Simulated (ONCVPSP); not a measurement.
**V: one change to an ONCV potential, before and after**

ONCVPSP 4.0.1 input, shortened (lines: element, Z, core and valence counts, functional; n l f; lmax; l rc ep ncon nbas qcut; lloc lpopt rc5 dvloc0; l nproj debl; icmod fcfact rcfact), PW91, fully relativistic:

```
  V 23.00    5    2  -109134      upf
    1    0    2.00
    2    0    2.00
    2    1    6.00
    3    0    2.00
    3    1    6.00
    3    2    3.00
    4    0    2.00
    2
    0    2.70    0.00    5    9    2.30
    1    2.35    0.19    4    7    3.80
    2    1.30    0.00    3    8    9.60
    4    4    1.30    3.00
    0    3    2.50
    1    2    0.80
    2    2    2.50
    3    4.00    1.20
```

Open shells are filled in proportion to 2j + 1.

All-electron outer shells of the reference configuration (PW91, scalar-relativistic, ld1.x):

| shell | level (eV) | outermost node (bohr) | outermost maximum (bohr) |
| --- | --- | --- | --- |
| 3p | -44.08 | 0.35 | 0.84 |
| 3d | -5.23 | – | 0.90 |
| 4s | -4.75 | 1.17 | 2.76 |

Change: all radii but the core radius scaled by about 1.26 (s 3.40, p 2.96, d 1.64 bohr); local potential polynomial inside 1.64 bohr (lpopt 4, dvloc0 3 Ha). In the p channel the program set the typed energies aside and used 0.050, 0.850 Ha (j = l + 1/2; the other j can differ).

Cutoffs: the cutoffs (Ha) at which the residual kinetic energy of the hardest occupied pseudo-wave falls to 1 and 0.1 mHa per electron; they do not see the model core or the augmentation charge, which bear on the density cutoff. Errors are all-electron minus pseudo energies relative to the spin-unpolarised reference configuration.

Question: Predict the effect on cutoff, ghosts and configuration errors.

Answer: The potential gets softer (40 Ha and 47 Ha → 34 Ha and 38 Ha); the bound ghost in p disappears; of the 4 tests that both files solve, the error grows in 2 and shrinks in 2 by more than 15 % and 0.3 meV (median size 6.5 → 21.0 meV). A larger radius leaves more room for a smooth pseudo-wave, so fewer plane waves are needed.

```csv
quantity,base,changed
"cutoff, loose",40 Ha,34 Ha
"cutoff, tight",47 Ha,38 Ha
loose cutoff by channel,"s 3.1 Ha, d 40 Ha","s 2.5 Ha, d 34 Ha"
bound ghosts,"p3/2, p1/2",none
GHOST(+) flags under 300 eV,s at 165.5 eV,s at 172.2 eV
"error for 3d3 4s1, meV [ΔE 7.79 eV]",+0.7,-1.7
"error for 3d3 4s0, meV [ΔE 22.11 eV]",+56,+34
"error for 3d2 4s0, meV [ΔE 51.11 eV]",0.0,-126
"error for 3d3 4s0 4p1, meV [ΔE 11.90 eV]",+12,-8.3
"rms error of d²Exc/dni dnj with the model core, mHa",14.20,13.91
```

Base: These tests converged, but a pseudo level misses the all-electron one widely, so the file describes the atom poorly there or has found another state: 3d3 4s0 4p1: empty 4s by 6.2 eV. Changed file: These tests converged, but a pseudo level misses the all-electron one widely, so the file describes the atom poorly there or has found another state: 3d3 4s0 4p1: empty 4s by 6.2 eV. A true bound ghost makes a file unfit for plane-wave use even where its test errors are small: the radial tests pick states by their node count and pass the ghost by.
